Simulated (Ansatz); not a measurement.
Reactions of BH₄NOSi, SMILES `OB1N[SiH2]1`.

Gas-phase electronic energies from Ansatz, PBE0-D4/def2-TZVP geometries. CCSD(T)/CBS adds triple-zeta CCSD(T) − MP2 to the extrapolated MP2 energy (def2 sets, frozen cores). This one scheme is used for every species, atoms too. Functionals use def2-TZVPP. No spin–orbit coupling; open shells (•) take unrestricted orbitals. Spin–orbit coupling would lower the free atoms: a little for B, O, Si. Elements past krypton have def2 core potentials. Bonds to Te are less sure, by a few kJ/mol each and by 10 to 20 or more in all where they break to atoms, as the def2 sets lack core-valence functions. One conformer a species, not always the lowest.

| reaction | CCSD(T)/CBS(def2) (kJ/mol) |
| --- | --- |
| `OB1N[SiH2]1` + H₂ → `B1N[SiH2]1` + H₂O | 74 |
| `OB1N[SiH2]1` + H₂S → `SB1N[SiH2]1` + H₂O | 30 |
| `OB1N[SiH2]1` → B• + 4 H• + N• + O• + Si• | ? |
| `OB1N[SiH2]1` + HCl → `ClB1N[SiH2]1` + H₂O | 16 |
| `OB1N[SiH2]1` + H–F → `FB1N[SiH2]1` + H₂O | ? |
| `OB1N[SiH2]1` + H₂Te → `[TeH]B1N[SiH2]1` + H₂O | 34 |
| `OB1N[SiH2]1` + silanol → `[SiH3]OB1N[SiH2]1` + H₂O | -16 |

(1) Fill in the missing values. (An estimate is asked.)

Largest T1 diagnostic: 0.014, for `B1N[SiH2]1`.

## Answers

(1) The calculation gave: `OB1N[SiH2]1` → B• + 4 H• + N• + O• + Si•: +2934.2 kJ/mol; `OB1N[SiH2]1` + H–F → `FB1N[SiH2]1` + H₂O: -16.2 kJ/mol.
